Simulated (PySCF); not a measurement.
B(OH)(SH)2 (BH3OS2), SMILES OB(S)S.

Geometry optimised at TPSSh-D3(BJ)/def2-SVP. One conformer was computed; it need not be the lowest.

All values below come from PySCF with B3LYP/def2-TZVPD.

Symmetry labels are those of the subgroup Cs that the program uses (full group Cs).

Computed valence orbital energies around the gap with their symmetry:
```csv
orbital,symmetry,energy (eV)
HOMO−7,A',-12.83
HOMO−6,A',-11.98
HOMO−5,A',-11.45
HOMO−4,A",-10.90
HOMO−3,A',-9.71
HOMO−2,A',-8.87
HOMO−1,A",-8.06
HOMO,A",-7.23
LUMO,A',-0.99
LUMO+1,A",-0.25
LUMO+2,A',-0.04
LUMO+3,A',0.19
```
